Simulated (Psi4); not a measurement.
Input for Psi4: SAPT0/jun-cc-pV(D+d)Z on CH7FSi (a complex), monomers drawn apart or pushed together.

```
memory 1800 MB

molecule dimer {
0 1
F     0.46224565    0.63421046   -0.36073181
H     0.76977426    0.16002728    0.38073523
--
0 1
C    -1.33239841    0.35940442    3.29524045
Si    0.16535698   -0.69846651    3.65858096
H    -1.03580644    1.36859201    3.00593881
H    -1.97277725    0.42998893    4.17627650
H    -1.91932315   -0.06346354    2.47863139
H     1.03921638   -0.79146822    2.44840136
H    -0.20922744   -2.08613757    4.01282829
H     1.00134255   -0.12357646    4.73655943
units angstrom
symmetry c1
no_reorient
no_com
}

set {
  basis jun-cc-pV(D+d)Z
  scf_type df
  freeze_core true
}

energy('sapt0')
```

Program output:

```
[...]
==> Input File <==

--------------------------------------------------------------------------
memory 1800 MB

molecule dimer {
0 1
F     0.46224565    0.63421046   -0.36073181
H     0.76977426    0.16002728    0.38073523
--
0 1
C    -1.33239841    0.35940442    3.29524045
Si    0.16535698   -0.69846651    3.65858096
H    -1.03580644    1.36859201    3.00593881
H    -1.97277725    0.42998893    4.17627650
H    -1.91932315   -0.06346354    2.47863139
H     1.03921638   -0.79146822    2.44840136
H    -0.20922744   -2.08613757    4.01282829
H     1.00134255   -0.12357646    4.73655943
units angstrom
symmetry c1
no_reorient
no_com
}

set {
  basis jun-cc-pV(D+d)Z
  scf_type df
  freeze_core true
}

energy('sapt0')
--------------------------------------------------------------------------


   => Loading Basis Set <=

    Name: JUN-CC-PV(D+D)Z
    Role: ORBITAL
    Keyword: BASIS
    atoms 1       entry F          line   290 file jun-cc-pv_dpd_z.gbs
    atoms 2, 5-10 entry H          line    60 file jun-cc-pv_dpd_z.gbs
    atoms 3       entry C          line   188 file jun-cc-pv_dpd_z.gbs
    atoms 4       entry SI         line   566 file jun-cc-pv_dpd_z.gbs

   => Loading Basis Set <=

    Name: JUN-CC-PV(D+D)Z
    Role: ORBITAL
    Keyword: BASIS
    atoms 1       entry F          line   290 file jun-cc-pv_dpd_z.gbs
    atoms 2, 5-10 entry H          line    60 file jun-cc-pv_dpd_z.gbs
    atoms 3       entry C          line   188 file jun-cc-pv_dpd_z.gbs
    atoms 4       entry SI         line   566 file jun-cc-pv_dpd_z.gbs


  //>>>>>>>>>>>>>>>>>>>>>>>>>>>>>>>>>>>//
  //              Dimer HF             //
  //<<<<<<<<<<<<<<<<<<<<<<<<<<<<<<<<<<<//

   => Libint2 <=

    Primary   basis highest AM E, G, H:  7, 6, 3
    Auxiliary basis highest AM E, G, H:  7, 7, 4
    Onebody   basis highest AM E, G, H:  -, -, -
    Solid Harmonics ordering:            Gaussian


   => Loading Basis Set <=

    Name: JUN-CC-PV(D+D)Z
    Role: ORBITAL
    Keyword: BASIS
    atoms 1       entry F          line   290 file jun-cc-pv_dpd_z.gbs
    atoms 2, 5-10 entry H          line    60 file jun-cc-pv_dpd_z.gbs
    atoms 3       entry C          line   188 file jun-cc-pv_dpd_z.gbs
    atoms 4       entry SI         line   566 file jun-cc-pv_dpd_z.gbs


         ---------------------------------------------------------
                                   SCF
               by Justin Turney, Rob Parrish, Andy Simmonett
                          and Daniel G. A. Smith
                              RHF Reference
                        1 Threads,   1716 MiB Core
         ---------------------------------------------------------

  ==> Geometry <==

    Molecular point group: c1
    Full point group: C1

    Geometry (in Angstrom), charge = 0, multiplicity = 1:

       Center              X                  Y                   Z               Mass
    ------------   -----------------  -----------------  -----------------  -----------------
         F            0.462245650000     0.634210460000    -0.360731810000    18.998403162730
         H            0.769774260000     0.160027280000     0.380735230000     1.007825032230
         C           -1.332398410000     0.359404420000     3.295240450000    12.000000000000
         SI           0.165356980000    -0.698466510000     3.658580960000    27.976926534650
         H           -1.035806440000     1.368592010000     3.005938810000     1.007825032230
         H           -1.972777250000     0.429988930000     4.176276500000     1.007825032230
         H           -1.919323150000    -0.063463540000     2.478631390000     1.007825032230
         H            1.039216380000    -0.791468220000     2.448401360000     1.007825032230
         H           -0.209227440000    -2.086137570000     4.012828290000     1.007825032230
         H            1.001342550000    -0.123576460000     4.736559430000     1.007825032230

  Running in c1 symmetry.

  Rotational constants: A =      0.30296  B =      0.02755  C =      0.02643 [cm^-1]
  Rotational constants: A =   9082.54184  B =    825.82069  C =    792.35504 [MHz]
  Nuclear repulsion =  101.426971544841408

  Charge       = 0
  Multiplicity = 1
  Electrons    = 36
  Nalpha       = 18
  Nbeta        = 18

  ==> Algorithm <==

  SCF Algorithm Type is DF.
  DIIS enabled.
  MOM disabled.
  Fractional occupation disabled.
  Guess Type is SAD.
  Energy threshold   = 1.00e-08
  Density threshold  = 1.00e-08
  Integral threshold = 1.00e-12

  ==> Primary Basis <==

  Basis Set: JUN-CC-PV(D+D)Z
    Blend: JUN-CC-PV(D+D)Z
    Number of shells: 48
    Number of basis functions: 98
    Number of Cartesian functions: 102
    Spherical Harmonics?: true
    Max angular momentum: 2

   => Loading Basis Set <=

    Name: (JUN-CC-PV(D+D)Z AUX)
    Role: JKFIT
    Keyword: DF_BASIS_SCF
    atoms 1       entry F          line   314 file jun-cc-pvdz-jkfit.gbs
    atoms 2, 5-10 entry H          line    70 file jun-cc-pvdz-jkfit.gbs
    atoms 3       entry C    
[...]
     7.927688
      98A     42.856220

    Final Occupation by Irrep:
              A
    DOCC [    13 ]
    NA   [    13 ]
    NB   [    13 ]

  @DF-RHF Final Energy:  -330.29907825648195

   => Energetics <=

    Nuclear Repulsion Energy =             62.9025203997874911
    One-Electron Energy =                -580.5029121198544999
    Two-Electron Energy =                 187.3013134635850463
    Total Energy =                       -330.2990782564819483

Computation Completed


Properties will be evaluated at   0.000000,   0.000000,   0.000000 [a0]

Properties computed using the SCF density matrix


 Multipole Moments:

 ------------------------------------------------------------------------------------
     Multipole            Electronic (a.u.)      Nuclear  (a.u.)        Total (a.u.)
 ------------------------------------------------------------------------------------

 L = 1.  Multiply by 2.5417464519 to convert [e a0] to [Debye]
 Dipole X            :         16.3050782          -16.5841762           -0.2790980
 Dipole Y            :         16.9733099          -16.7962061            0.1771038
 Dipole Z            :       -173.5849571          173.5717451           -0.0132120
 Magnitude           :                                                    0.3308111

 ------------------------------------------------------------------------------------

  Constructing Basis Sets for SAPT...

   => Loading Basis Set <=

    Name: (JUN-CC-PV(D+D)Z AUX)
    Role: RIFIT
    Keyword: DF_BASIS_SAPT
    atoms 1       entry F          line   232 file jun-cc-pvdz-ri.gbs
    atoms 2, 5-10 entry H          line    30 file jun-cc-pvdz-ri.gbs
    atoms 3       entry C          line   100 file jun-cc-pvdz-ri.gbs
    atoms 4       entry SI         line   376 file jun-cc-pvdz-ri.gbs

   => Loading Basis Set <=

    Name: (JUN-CC-PV(D+D)Z AUX)
    Role: JKFIT
    Keyword: DF_BASIS_ELST
    atoms 1       entry F          line   314 file jun-cc-pvdz-jkfit.gbs
    atoms 2, 5-10 entry H          line    70 file jun-cc-pvdz-jkfit.gbs
    atoms 3       entry C          line   146 file jun-cc-pvdz-jkfit.gbs
    atoms 4       entry SI         line   506 file jun-cc-pvdz-jkfit.gbs


  //>>>>>>>>>>>>>>>>>>>>>>>>>>>>>>>>>>>//
  //               SAPT0               //
  //<<<<<<<<<<<<<<<<<<<<<<<<<<<<<<<<<<<//



        SAPT0
    Ed Hohenstein
     6 June 2009

      Orbital Information
  --------------------------
    NSO        =        98
    NMO        =        98
    NRI        =       313
    NRI (Elst) =       440
    NOCC A     =         5
    NOCC B     =        13
    FOCC A     =         1
    FOCC B     =         6
    NVIR A     =        93
    NVIR B     =        85

    Elst10,r            =    -0.001732957220 [Eh]
    Exch10              =     0.001052825829 [Eh]
    Exch10 (S^2)        =     0.001051911522 [Eh]

    Maxiter = 50
    CPHF R converge = 1.000000E-08

    Iter     Energy [mEh]          dE [mEh]         Residual      Time [s]
       1      -0.01127498       0.011274980     5.790616e-04             0
       2      -0.01324040       0.001965421     2.686269e-04             0
       3      -0.01363277       0.000392367     6.604209e-05             0
       4      -0.01353501      -0.000097762     1.517914e-05             0
       5      -0.01352949      -0.000005513     3.496845e-06             0
       6      -0.01353334       0.000003849     5.920908e-07             0
       7      -0.01353261      -0.000000728     1.010061e-07             0
       8      -0.01353267       0.000000059     1.778866e-08             0
       9      -0.01353267       0.000000001     3.222561e-09             0

    CHF Iterations converged

    Maxiter = 50
    CPHF R converge = 1.000000E-08

    Iter     Energy [mEh]          dE [mEh]         Residual      Time [s]
       1      -0.77364011       0.773640108     4.851539e-03             0
       2      -1.01979968       0.246159570     1.298973e-03             0
       3      -1.02802885       0.008229173     2.526206e-04             0
       4      -1.02466083      -0.003368019     7.467409e-05             0
       5      -1.02442624      -0.000234587     1.657147e-05             0
       6      -1.02462801       0.000201769     3.049044e-06             0
       7      -1.02461286      -0.000015154     7.111760e-07             0
       8      -1.02461125      -0.000001610     1.245512e-07             0
       9      -1.02461183       0.000000584     3.275750e-08             0
      10      -1.02461182      -0.000000014     6.200581e-09             0

    CHF Iterations converged

    Ind20,r (A<-B)      =    -0.000013532674 [Eh]
    Ind20,r (B<-A)      =    -0.001024611819 [Eh]
    Ind20,r             =    -0.001038144494 [Eh]
    Exch-Ind20,r (A<-B) =     0.000005346283 [Eh]
    Exch-Ind20,r (B<-A) =     0.000298175666 [Eh]
    Exch-Ind20,r        =     0.000303521949 [Eh]
    Disp20              =    -0.000701331762 [Eh]
    Disp20 (SS)         =    -0.000350665881 [Eh]
    Disp20 (OS)         =    -0.000350665881 [Eh]
    Exch-Disp20         =     0.000044039194 [Eh]
    Exch-Disp20 (SS)    =     0.000024981269 [Eh]
    Exch-Disp20 (OS)    =     0.000019057925 [Eh]

    SAPT Results
  --------------------------------------------------------------------------------------------------------
    Electrostatics                 -1.73295722 [mEh]      -1.08744707 [kcal/mol]      -4.54987856 [kJ/mol]
      Elst10,r                     -1.73295722 [mEh]      -1.08744707 [kcal/mol]      -4.54987856 [kJ/mol]

    Exchange                        1.05282583 [mEh]       0.66065818 [kcal/mol]       2.76419383 [kJ/mol]
      Exch10                        1.05282583 [mEh]       0.66065818 [kcal/mol]       2.76419383 [kJ/mol]
      Exch10(S^2)                   1.05191152 [mEh]       0.66008445 [kcal/mol]       2.76179332 [kJ/mol]

    Induction                      -0.89846988 [mEh]      -0.56379836 [kcal/mol]      -2.35893234 [kJ/mol]
      Ind20,r                      -1.03814449 [mEh]      -0.65144550 [kcal/mol]      -2.72564799 [kJ/mol]
      Exch-Ind20,r                  0.30352195 [mEh]       0.19046290 [kcal/mol]       0.79689677 [kJ/mol]
      delta HF,r (2)               -0.16384733 [mEh]      -0.10281575 [kcal/mol]      -0.43018112 [kJ/mol]

    Dispersion                     -0.65729257 [mEh]      -0.41245731 [kcal/mol]      -1.72572140 [kJ/mol]
      Disp20                       -0.70133176 [mEh]      -0.44009232 [kcal/mol]      -1.84134629 [kJ/mol]
      Exch-Disp20                   0.04403919 [mEh]       0.02763501 [kcal/mol]       0.11562489 [kJ/mol]
      Disp20 (SS)                  -0.35066588 [mEh]      -0.22004616 [kcal/mol]      -0.92067314 [kJ/mol]
      Disp20 (OS)                  -0.35066588 [mEh]      -0.22004616 [kcal/mol]      -0.92067314 [kJ/mol]
      Exch-Disp20 (SS)              0.02498127 [mEh]       0.01567598 [kcal/mol]       0.06558831 [kJ/mol]
      Exch-Disp20 (OS)              0.01905793 [mEh]       0.01195903 [kcal/mol]       0.05003658 [kJ/mol]

  Total HF                         -1.57860127 [mEh]      -0.99058725 [kcal/mol]      -4.14461706 [kJ/mol]
  Total SAPT0                      -2.23589384 [mEh]      -1.40304457 [kcal/mol]      -5.87033846 [kJ/mol]

  Special recipe for scaled SAPT0 (see Manual):
    Electrostatics sSAPT0          -1.73295722 [mEh]      -1.08744707 [kcal/mol]      -4.54987856 [kJ/mol]
    Exchange sSAPT0                 1.05282583 [mEh]       0.66065818 [kcal/mol]       2.76419383 [kJ/mol]
    Induction sSAPT0               -0.89767774 [mEh]      -0.56330129 [kcal/mol]      -2.35685258 [kJ/mol]
    Dispersion sSAPT0              -0.65717763 [mEh]      -0.41238519 [kcal/mol]      -1.72541964 [kJ/mol]
  Total sSAPT0                     -2.23498676 [mEh]      -1.40247537 [kcal/mol]      -5.86795694 [kJ/mol]
  --------------------------------------------------------------------------------------------------------



*** Psi4 exiting successfully. Buy a developer a beer!
```

The run finished.

Cost: very roughly 11 core-seconds.
